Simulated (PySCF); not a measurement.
# Reading the logs of faulty runs: BGeH4OSi

Calculated results; nothing here was measured. They come from PySCF 2.14.0, an open-source quantum chemistry program, on an isolated molecule that a program drew, which may never have been made. The molecule is BGeH4OSi (charge 0, doublet), drawn as the SMILES string `O=B[SiH2][GeH2]`.

Each row is a Hartree-Fock (HF) and frozen-core CCSD(T) single point in the cc-pV(D+d)Z basis, meant for a local HF minimum. Run 1 is clean. Each other run has one planted mistake out of seven kinds, and not every kind appears here: one electron removed, one electron added, multiplicity raised by two, geometry at a saddle point, minimal basis STO-3G, one bond length entered in bohr, all coordinates scaled. The reference is restricted for singlets and unrestricted otherwise, and also for a bond in bohr. Adding or removing an electron swaps singlet and doublet. Electrons count all cores. HOMO and LUMO are orbital energies over both spins, the gradient is its largest component, and the lowest frequency (negative if imaginary) is given only where the gradient is small. Bond lengths are over the 7 bonds as drawn. T1 is the CCSD diagnostic: over 0.02 (restricted) or 0.045 (unrestricted) a single reference is doubtful. Germanium has the cc-pVDZ-PP basis, with a core potential (ECP10MDF) in place of its 10 inner electrons, and its 3s, 3p and 3d shells are frozen in CCSD(T).

Geometry of the clean run:
```xyz
8
BGeH4OSi, angstrom
O    -1.3120   -0.1433   -1.3008
B    -0.7729    0.1503   -0.2849
Si    0.1770    0.6692    1.4186
Ge    2.2114    1.8610    0.9680
H    -0.7449    1.5193    2.2004
H     0.4723   -0.5750    2.1592
H     1.9743    3.1980    0.2581
H     3.2347    1.0237    0.1937
```

| run | electrons | basis functions | <S^2> | HOMO (eV) | LUMO (eV) | gradient (hartree/bohr) | lowest frequency (cm^-1) | mean bond (Å) | longest bond (Å) | T1 | HF (hartree) | CCSD(T) (hartree) | mistake |
|---|---|---|---|---|---|---|---|---|---|---|---|---|---|
| 1 | 63 | 94 | 0.757 | -9.11 | 0.26 | 3.4e-05 | 87 | 1.6608 | 2.400 | 0.0186 | -684.22211 | -684.71875 | no fault |
| 2 | 64 | 94 | 0.000 | -1.45 | 7.25 | 4.7e-02 | - | 1.6608 | 2.400 | 0.0181 | -684.24128 | -684.76477 | one electron added |
| 3 | 63 | 94 | 0.757 | -9.08 | 0.31 | 3.4e-02 | - | 1.6342 | 2.362 | 0.0180 | -684.21994 | -684.71410 | all coordinates scaled |
| 4 | 63 | 94 | 3.765 | -4.35 | -3.11 | 1.1e-01 | - | 1.6608 | 2.400 | 0.0945 | -683.97811 | -684.47663 | ? |
| 5 | 63 | 94 | 2.431 | -8.62 | 0.75 | 1.7e-02 | - | 1.8117 | 2.400 | 0.0580 | -683.97085 | -684.40686 | ? |

**Which mistake was planted in run 4, and what did it cost?**

Electrons, basis and geometry are unchanged, and <S^2> is 3.765, beside S(S+1) = 3.75 for a multiplicity of 4. So the mistake is: multiplicity raised by two. Subtracting run 1 and multiplying by 627.51 kcal/mol a hartree, the energy moved by 153.1 kcal/mol in HF and 151.9 kcal/mol in CCSD(T).

**Which mistake was planted in run 5, and what did it cost?**

The mean bond changes by a factor of 1.091 and the longest by 1.000, so the molecule wasn't scaled as a whole. A length L in bohr read as angstrom grows by (1/0.5292 - 1) L = 0.890 L. The 7 bonds together grew by 7 x 0.1509 = 1.056 Å, which gives L = 1.187 Å. That is bond O1-B2, 1.187 Å in the clean geometry. So the mistake is: one bond length entered in bohr. Subtracting run 1 and multiplying by 627.51 kcal/mol a hartree, the energy moved by 157.7 kcal/mol in HF and 195.7 kcal/mol in CCSD(T).

Cautions from the logs. Run 4: T1 is over the limit, so its CCSD(T) energy is less reliable; run 5: T1 is over the limit, so its CCSD(T) energy is less reliable.
